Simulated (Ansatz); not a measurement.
The cluster Be7O7. The state is a triplet with charge 0. Geometry PBE0-D4/def2-SVP, that of the neutral singlet; atoms count from 1.

```xyz
14

Be   -2.6623   -1.4388   -0.5564
Be    2.8564    0.9129   -0.6941
Be   -2.4853   -0.2050    1.8071
Be   -0.8369   -1.5864   -2.5023
Be    1.9439    1.6743    1.6994
Be   -0.4343    1.1798    2.8120
Be    1.6186   -0.5367   -2.5656
O     2.8330    1.5255    0.5939
O    -3.0380   -0.9701    0.7375
O     2.6410    0.2237   -1.9243
O     0.8918    1.6837    2.6627
O    -2.0644   -1.7867   -1.8039
O     0.4608   -1.2528   -2.9918
O    -1.7242    0.5767    2.7259
```

The gap within one spin of the charge 0 triplet nearly closes, so an electron or hole may be smeared out by delocalisation error. At PBE-D4/def2-TZVP a singlet of charge 0 lies 5.34 eV below the triplet at the same geometry. Another isomer (singlet) lies 0.20 eV lower at PBE0-D4/def2-TZVP; other spin states weren't run for this one.

(1) Estimate the Mulliken populations from the PBE/def2-TZVP orbitals of Ansatz.

(2) Where does the spin sit?

(3) And the Mayer bond orders between heavy atoms (over 0.3)?

Answers

(1) 
```json
{"atom": "Be1", "charge (e)": "-0.06", "spin (α − β)": "0.14"}
{"atom": "Be2", "charge (e)": "-0.03", "spin (α − β)": "0.11"}
{"atom": "Be3", "charge (e)": "-0.08", "spin (α − β)": "0.17"}
{"atom": "Be4", "charge (e)": "-0.03", "spin (α − β)": "0.11"}
{"atom": "Be5", "charge (e)": "-0.06", "spin (α − β)": "0.14"}
{"atom": "Be6", "charge (e)": "-0.08", "spin (α − β)": "0.17"}
{"atom": "Be7", "charge (e)": "-0.03", "spin (α − β)": "0.10"}
{"atom": "O8", "charge (e)": "0.05", "spin (α − β)": "0.15"}
{"atom": "O9", "charge (e)": "0.06", "spin (α − β)": "0.18"}
{"atom": "O10", "charge (e)": "0.03", "spin (α − β)": "0.10"}
{"atom": "O11", "charge (e)": "0.06", "spin (α − β)": "0.18"}
{"atom": "O12", "charge (e)": "0.05", "spin (α − β)": "0.15"}
{"atom": "O13", "charge (e)": "0.03", "spin (α − β)": "0.09"}
{"atom": "O14", "charge (e)": "0.07", "spin (α − β)": "0.19"}
```
Mulliken values depend strongly on the basis.

(2) Summed by element: Be 0.95, O 1.05, of 2 unpaired in all. Largest on single atoms: O14 0.19, O11 0.18, O9 0.18.

(3) Be1–O9 1.27 (1.43 Å); Be1–O12 1.29 (1.43 Å); Be2–O8 1.27 (1.43 Å); Be2–O10 1.31 (1.43 Å); Be3–O9 1.27 (1.43 Å); Be3–O14 1.27 (1.43 Å); Be4–O12 1.27 (1.43 Å); Be4–O13 1.31 (1.43 Å); Be5–O8 1.29 (1.43 Å); Be5–O11 1.27 (1.43 Å); Be6–O11 1.27 (1.43 Å); Be6–O14 1.27 (1.43 Å); Be7–O10 1.29 (1.43 Å); Be7–O13 1.30 (1.43 Å).
